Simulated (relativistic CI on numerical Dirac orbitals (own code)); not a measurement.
Mn+ in a cubic cluster: L2,3 absorption with charge transfer

Computed with a charge-transfer multiplet model of a cubic metal-ligand cluster with up to 2 ligand holes, Slater and spin-orbit integrals from Dirac-Coulomb-Breit ions, Slater integrals scaled by 0.8. The ground state mixes d6 with configurations of k ligand holes L, whose averages lie at kΔ + k(k − 1)U_dd/2; a core hole lowers each added d electron by U_cd. 20 K, Lorentzian 0.4 eV and Gaussian 0.3 eV FWHM.

Atomic integrals in eV (Slater integrals scaled, ζ unscaled), ground: F2dd 7.203, F4dd 4.433, zeta_d 0.031; with the core hole: F2dd 7.920, F4dd 4.884, zeta_d 0.046, zeta_core 6.798, F2cd 4.549, G1cd 3.306, G3cd 1.876.

Cluster parameters (eV): Δ = 8.7, U_dd = 6.6, U_cd = 8.1, 10Dq(ligand) = 0.7, V(eg) = 1.85, V(t2g) = -0.9, final-state hopping factor = 1.

Weights, n_d and S are thermal averages at 20 K. Photon energies count from the first peak over 30 % of the highest in each spectrum, which can be another peak from case to case. The parameters are a model scan and need not match a compound or its usual spin state. A negative ionic 10Dq is a model choice; hopping adds the covalent part of the field. Peaks in eV (height, largest 100): 0.0 (100), 0.7 (58), 2.2 (20), 10.6 (38), 12.9 (6).

(1) Which parameters give this spectrum?
A. 10Dq = 1.05 eV
B. 10Dq = -0.15 eV
C. 10Dq = 1.35 eV
D. 10Dq = 0.45 eV
E. 10Dq = 0.75 eV

Answers

(1) D. 10Dq = 0.45 eV; the ground state then has 6.07 d electrons and S = 2.00. The choice follows from running the model for each set and comparing peak positions and heights.
